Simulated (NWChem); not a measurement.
# C6H6N, doublet; SMILES c1(N)cc[c]cc1

```xyz
13

N     -0.0559     2.2703     0.0000
C     -0.0023     0.8802     0.0000
C     -0.0015     0.1584     1.2204
C     -0.0047    -1.2500     1.2262
C     -0.0084    -1.8936     0.0000
C     -0.0047    -1.2500    -1.2262
C     -0.0015     0.1584    -1.2204
H      0.2699     2.7321     0.8496
H      0.2699     2.7321    -0.8496
H     -0.0022     0.7088     2.1757
H     -0.0025    -1.7971     2.1827
H     -0.0025    -1.7971    -2.1827
H     -0.0022     0.7088    -2.1757
```
Atoms are numbered in this order, from 1.

Computed with NWChem. Spin-unrestricted. Medium grid unless said otherwise, to which SCAN and Minnesota functionals are sensitive. In the optimisation the excess spin sits in a' (Cs, its own frame). Coordinates come from a PBE-D3(BJ)/def2-SVP, spin-unrestricted optimisation. No frequency run checked for a minimum. No stability test was run on the SCF state. Total energies of different functionals are on different scales.

| level | energy (Ha) | highest occupied level (eV) | lowest empty minus highest occupied level, either spin (eV) | dipole (D) | <S²> |
|---|---|---|---|---|---|
| B3LYP/def2-SVP | -286.7116 | -5.51 | 3.46 | 2.53 | 0.758 |
| PBE/def2-SVP | -286.3488 | -4.70 | 1.89 | 2.71 | 0.757 |
| CAM-B3LYP/def2-SVP | -286.5463 | -6.91 | 6.36 | 2.46 | 0.761 |
| TPSSh/def2-SVP | -286.7365 | -5.12 | 2.98 | 2.57 | 0.761 |
| B3PW91/def2-SVP | -286.6051 | -5.59 | 3.72 | 2.57 | 0.761 |
| B97-2/def2-SVP | -286.6115 | -5.53 | 3.34 | 2.56 | 0.761 |
| r2SCAN0/def2-SVP | -286.5120 | -5.89 | 4.76 | 2.50 | 0.776 |
| SCAN/def2-SVP | -286.5808 | -4.90 | 2.71 | 2.57 | 0.788 |
